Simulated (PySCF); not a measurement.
```xyz
3
charge 0 multiplicity 1, angstrom
Mg    0.0000    0.0000    0.0000
Br    2.3209    0.0000    0.0000
Br   -2.3209    0.0000    0.0000
```

Level of theory: PBE0/[Mg def2-TZVP, Br def2-TZVP], no relativity, density fitting, PySCF.

This geometry of MgBr₂ is a stationary point at this level.

(1) What is the point group?

(2) Is it a minimum?

(3) List the harmonic modes with their infrared intensities.

(4) Give the ideal-gas entropy at 298.15 K and 1 bar by parts.

## Answers

(1) D∞h.

(2) Yes: all harmonic wavenumbers are real.

(3) 
| symmetry | ω (cm⁻¹) | IR (km/mol, summed over degenerate members) |
| --- | --- | --- |
| πu | 97 | 71.6 |
| σg+ | 198 | 0.0 |
| σu+ | 531 | 135 |

(4) translation 173.7, rotation 79.5, vibration 40.9, spin 0.0; total 294.1 J/(mol K).
